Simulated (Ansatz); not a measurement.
This geometry of C$_{3}$H$_{11}$PSi (16 atoms, charge 0, multiplicity 1) is a first-order saddle point.

Theory: RKS PBE-D4/def2-SVP (Ansatz 0.2.0).

```xyz
16
Properties=species:S:1:pos:R:3
C -0.651 1.124 1.101
C 0.563 0.274 0.638
C 0.604 -1.118 1.291
Si 0.643 0.144 -1.264
P -1.147 -1.075 -2.004
H -0.332 2.044 1.629
H -1.292 0.550 1.801
H -1.312 1.450 0.269
H 1.499 0.810 0.914
H -0.281 -1.725 1.007
H 0.611 -1.040 2.399
H 1.506 -1.690 0.992
H 0.687 1.525 -1.872
H 1.883 -0.602 -1.690
H -2.075 0.009 -1.789
H -0.928 -0.702 -3.379
```

Q: Which two structures does it join? (They come from a converged band through this point; their orientation in space is the band's.)

A: No bond is made or broken. The dihedral H8–C1–C2–Si4 goes from 65 to -56°. The two ends are copies of one structure, up to a mirror image or an exchange of like atoms.

First end point:

```xyz
16
Properties=species:S:1:pos:R:3
C -0.660 1.068 1.132
C 0.554 0.248 0.667
C 0.570 -1.160 1.280
Si 0.659 0.179 -1.240
P -1.181 -0.921 -2.042
H -0.660 2.095 0.712
H -0.678 1.159 2.239
H -1.614 0.584 0.832
H 1.481 0.783 0.979
H -0.312 -1.752 0.955
H 0.543 -1.111 2.390
H 1.476 -1.731 0.992
H 0.788 1.572 -1.805
H 1.865 -0.620 -1.665
H -2.025 0.246 -1.966
H -0.831 -0.661 -3.416
```

Last end point:

```xyz
16
Properties=species:S:1:pos:R:3
C -0.653 1.094 1.110
C 0.566 0.285 0.642
C 0.629 -1.100 1.303
Si 0.623 0.146 -1.263
P -1.217 -1.015 -1.972
H -0.646 1.226 2.213
H -1.604 0.578 0.854
H -0.689 2.105 0.653
H 1.489 0.850 0.911
H -0.249 -1.721 1.024
H 0.630 -1.013 2.411
H 1.539 -1.662 1.010
H 0.718 1.517 -1.886
H 1.829 -0.653 -1.688
H -2.077 0.141 -1.916
H -0.911 -0.799 -3.363
```

Q: How far does it lie above each of them?

A: 3.2 kcal/mol above the first and 3.2 kcal/mol above the second. This is the barrier of this one path; another mechanism may lie lower.

Time of the run: 3.8 min on 2 threads of Intel(R) Xeon(R) Platinum 8259CL CPU @ 2.50GHz (Skylake/Cascade Lake) (shared host), peak memory 0.21 GiB.
